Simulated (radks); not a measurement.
Results of a calculation; reference values are marked as such.
Polarisability of the sulfur ion S+, [Ne] 3s2 3p3, at imaginary frequency. Level of theory: scalar-relativistic Kohn-Sham, LDA (Slater exchange, Perdew-Wang correlation), spin-polarised, spherical densities, finite nucleus; open shells are filled with parallel spins first; Fermi nuclear charge, rms radius 3.2611 fm (a radial shooting solver on a logarithmic mesh with Libxc functionals). Response by self-consistent Sternheimer equations with the Hartree and adiabatic LDA kernel, the relativistic mass of each level held fixed and spin-orbit coupling left out.

w (hartree),alpha1(iw) (bohr^3)
0.00266,10.99
0.0143,10.98
0.0360,10.95
0.0697,10.83
0.118,10.54
0.186,9.946
0.280,8.894
0.413,7.316
0.605,5.370
0.892,3.444
1.35,1.919
2.12,0.9336
3.59,0.3974
6.94,0.1427
17.5,0.03288

Static values: alpha1 = 10.99 bohr^3 (1.629 angstrom^3; uncoupled 17.57). C6 = 54.09, triple-dipole C9 = 438.1 atomic units. One-pole (London) frequency 4 C6 / (3 alpha1^2) = 0.597 hartree, against 0.657 for minus the highest occupied eigenvalue.
